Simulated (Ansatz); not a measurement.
Two structures of GeH$_{4}$, singlet, reached by relaxing down either side of one saddle point (PBE0-D4/def2-TZVP). Energies are electronic, without zero-point energy. Computed with Ansatz 0.2.0 (basis: def2-TZVPP and def2-QZVPP); correlated methods freeze the cores. Filled d shells of the heavier atoms are correlated. The def2 sets are not built for correlating such inner shells, so the correlated values are less sure here. Extrapolation: Hartree–Fock as exp(−7.88 √X), correlation as X^−2.97. First:

Ge1  (-0.373, -0.337, 0.835)
H2  (0.591, -0.902, -0.757)
H3  (0.535, -0.139, -0.953)
H4  (-1.371, 0.480, -0.091)
H5  (0.618, 0.897, 0.966)
(Å)

Second:

Ge1  (-0.098, -0.525, 0.815)
H2  (0.918, -1.099, -0.262)
H3  (-0.414, 0.513, -0.882)
H4  (-1.124, 0.281, -0.627)
H5  (0.718, 0.830, 0.956)
(Å)

(1) Which bonds change from the first to the second?

(2) Give the saddle point's structure and its height above each. (An estimate is asked for; the value comes from the calculation.)

The search had been set up for a insertion of a divalent centre (a silylene, a carbene or their kin) (forming Ge1–H2, Ge1–H3, breaking H2–H3); from that guess it ended on this step instead.

T1 diagnostic: at most 0.014.

Answers

(1) GeH₂ + H₂ → GeH₂ + H₂; bonds formed: Ge1–H2, H3–H4; bonds broken: Ge1–H4, H2–H3.

(2) Computed: 11.83 kcal/mol above the first and 11.83 kcal/mol above the second (CCSD(T) at an estimated basis limit (MP2 extrapolated from triple and quadruple zeta, plus CCSD(T) − MP2 in triple zeta)).
Ge1  (-0.240, -0.441, 0.832)
H2  (0.678, -0.771, -0.564)
H3  (-0.090, -0.035, -0.843)
H4  (-1.014, 0.395, -0.433)
H5  (0.665, 0.852, 1.007)
(Å)

For scale, one of the runs: CCSD(T)/def2-TZVPP, 104 basis functions, launched by `ansatz run in.yaml --threads 2 --pin off --events-out ev --progress --plain --max-ram 4352MiB`. The run took about 3.2 s on 2 CPU threads of an Arm Neoverse V1 (shared host).
